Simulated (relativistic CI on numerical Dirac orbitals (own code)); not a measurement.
**Spin-allowed bands of a d7 ion in a tetrahedral site, by hand**

Problem. Take Δ = 3150 cm⁻¹ and B = 540 cm⁻¹ for a d7 ion in a tetrahedral site. Calculate the three spin-allowed bands.

Working.
1. The terms of highest spin are 4F (energy 0) and 4P (15B = 8100 cm⁻¹). Here the F term splits into A2 at −1.2Δ = -3780, T2 at −0.2Δ = -630 and T1 at +0.6Δ = 1890 cm⁻¹.
2. The two T1 states mix through the element 0.4Δ: H = [[1890, 1260], [1260, 8100]], with roots ½(H₁₁ + H₂₂) ∓ ½√[(H₂₂ − H₁₁)² + 4H₁₂²] = ½(9990) ∓ ½(6702) = 1644 and 8346 cm⁻¹.
3. The ground term is 4A2 at -3780 cm⁻¹.
4. Bands: 4T2 3150 cm⁻¹ (3175 nm), 4T1(F) 5424 cm⁻¹ (1844 nm), 4T1(P) 12126 cm⁻¹ (825 nm).

Check. Exact diagonalisation of the whole d7 shell with these parameters gives 4T2 3150, 4T1 5424, 4T1 12126 cm⁻¹. The match is exact, since without spin-orbit coupling no other term has this spin. The ratio of the second band to the first, 1.722, depends on Δ/B = 5.8 alone, which is how a Tanabe-Sugano diagram is read.
